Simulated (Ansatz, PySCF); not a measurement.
Gas-phase reaction (SMILES): N[Si](N)(O)O + O (H2O) -> N[Si](O)(O)O + N (NH3); water cleaves one Si-N bond, a model of a ligand-exchange step.

Structures are relaxed separately at B3LYP-D3(BJ)/def2-TZVP in Ansatz (a quantum-chemistry and plane-wave program), one conformer each, not searched for the lowest. Cores are frozen in the correlated levels unless marked. No spin-orbit coupling. No relativistic terms. Basis-set limits of correlation are two-point, X^-3; Hartree-Fock from the larger set. [CCSD(T)-MP2]/basis is that difference in the basis named. Thermal terms are rigid-rotor harmonic-oscillator values from B3LYP-D3(BJ) frequencies (Ansatz or PySCF) at 298.15 K and 1 atm. 1 Eh = 627.5095 kcal/mol.

```json
[
 {"species": "N[Si](N)(O)O", "E, RI-MP2/CBS(cc-pV(T+d)Z,cc-pV(Q+d)Z)+[CCSD(T)-MP2]/cc-pV(T+d)Z (Ansatz) (Eh)": "-552.62807", "E, PBE0-D4/def2-TZVPD (Ansatz + dftd4) (Eh)": "-552.96832", "H - E (Eh)": "0.09046", "G - E (Eh)": "0.05130"},
 {"species": "O (H2O)", "E, RI-MP2/CBS(cc-pV(T+d)Z,cc-pV(Q+d)Z)+[CCSD(T)-MP2]/cc-pV(T+d)Z (Ansatz) (Eh)": "-76.37659", "E, PBE0-D4/def2-TZVPD (Ansatz + dftd4) (Eh)": "-76.38102", "H - E (Eh)": "0.02495", "G - E (Eh)": "0.00353"},
 {"species": "N[Si](O)(O)O", "E, RI-MP2/CBS(cc-pV(T+d)Z,cc-pV(Q+d)Z)+[CCSD(T)-MP2]/cc-pV(T+d)Z (Ansatz) (Eh)": "-572.51372", "E, PBE0-D4/def2-TZVPD (Ansatz + dftd4) (Eh)": "-572.84872", "H - E (Eh)": "0.07786", "G - E (Eh)": "0.03793"},
 {"species": "N (NH3)", "E, RI-MP2/CBS(cc-pV(T+d)Z,cc-pV(Q+d)Z)+[CCSD(T)-MP2]/cc-pV(T+d)Z (Ansatz) (Eh)": "-56.50668", "E, PBE0-D4/def2-TZVPD (Ansatz + dftd4) (Eh)": "-56.51535", "H - E (Eh)": "0.03799", "G - E (Eh)": "0.01614"}
]
```

Question: Work out ΔE and ΔH, ΔG, ΔS and the equilibrium constant at 298.15 K at the first level, then ΔH at the second.

Answer: 
1. ΔE = [(-572.51372) + (-56.50668)] - [(-552.62807) + (-76.37659)] = -0.01574 Eh = -9.9 kcal/mol at RI-MP2/CBS(cc-pV(T+d)Z,cc-pV(Q+d)Z)+[CCSD(T)-MP2]/cc-pV(T+d)Z.
2. The terms H - E add up to 0.00044 Eh, so ΔH = (-0.01574 + (0.00044))×627.5095 = -9.6 kcal/mol.
3. The terms G - E add up to -0.00076 Eh, so ΔG = -10.4 kcal/mol, and ΔS = (0.00044 - (-0.00076))×627509.5/298.15 = 2.5 cal/(mol K).
4. log10 K = -ΔG/(RT ln 10) = 7.6, with RT ln 10 = 1.3642 kcal/mol.
5. At PBE0-D4/def2-TZVPD the same steps give ΔE = -9.2 and ΔH = -9.0 kcal/mol, a shift of +0.6 from the first level.
6. These values are not checked against measurement here, since the tables used lack a sound gas-phase enthalpy of formation for at least one species.
